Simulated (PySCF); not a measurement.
PySCF 2.14 output of an unrestricted MN15 calculation on a single atom or ion in cc-pVTZ (4s3p2d1f, 30 functions), with the non-relativistic Hamiltonian (point nucleus):

```
SCF conv_tol = 1e-09
number electrons alpha = 5  beta = 3
    H. S. Yu, X. He, S. L. Li, and D. G. Truhlar.,  Chem. Sci. 7, 5032-5051 (2016)
    H. S. Yu, X. He, S. L. Li, and D. G. Truhlar.,  Chem. Sci. 7, 5032-5051 (2016)
cycle= 1 E= -126.565002599676  delta_E= -0.0146  |g|= 0.0197  |ddm|= 0.321
cycle= 2 E= -126.565066601961  delta_E= -6.4e-05  |g|= 0.00579  |ddm|= 0.0238
cycle= 3 E= -126.565071852253  delta_E= -5.25e-06  |g|= 0.00128  |ddm|= 0.00748
cycle= 4 E= -126.565072111086  delta_E= -2.59e-07  |g|= 6.13e-05  |ddm|= 0.00134
cycle= 5 E= -126.56507211272  delta_E= -1.63e-09  |g|= 4.17e-06  |ddm|= 0.00012
cycle= 6 E= -126.565072112728  delta_E= -7.3e-12  |g|= 2.31e-07  |ddm|= 8.03e-06
converged SCF energy = -126.565072112728  <S^2> = 2.0004498  2S+1 = 3.0002998
```

The run itself started from symmetry-adapted Hartree-Fock orbitals and held the occupation by maximum overlap, on a logarithmic radial grid, so the iterations belong to that start.

Question: Which element, charge and spin multiplicity is this?

Answer: Ne²⁺ (neon, charge +2), multiplicity 3; the state was [He] 2s2 2p4, high-spin 3P determinant.
